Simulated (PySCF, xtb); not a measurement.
B3H5N3, SMILES [B]1NBNBN1, multiplicity 2.

Geometry optimised at PBE0-D3(BJ)/def2-SVP. The isomer is the one that the SMILES or the coordinates give; other isomers of the formula were not compared.

Computed with C-PCM-ωB97X/def2-SVP (PySCF).

The values are the electrostatic part of the solvation free energy, E(continuum) − E(gas) at the gas-phase geometry, in a cavity of scaled van der Waals radii (PySCF's table); cavitation and dispersion terms are not included. The dipole moment in vacuum is 0.61 D.

```csv
solvent,ε,ΔG(elec) (kcal/mol),dipole (D)
water,78.36,-3.8,0.78
benzene,2.27,-2.1,0.70
diethylether,4.24,(withheld),(withheld)
```

Q: What belongs in the gaps? (Estimate from the structure and the level; the computed values follow.)

A: 
- diethylether, ΔG(elec) (kcal/mol): -2.9
- diethylether, dipole (D): 0.73

For comparison, GFN2-xTB/ALPB(water) (xtb, at the GFN2-xTB geometry, all terms of that model) gives -5.1 kcal/mol.
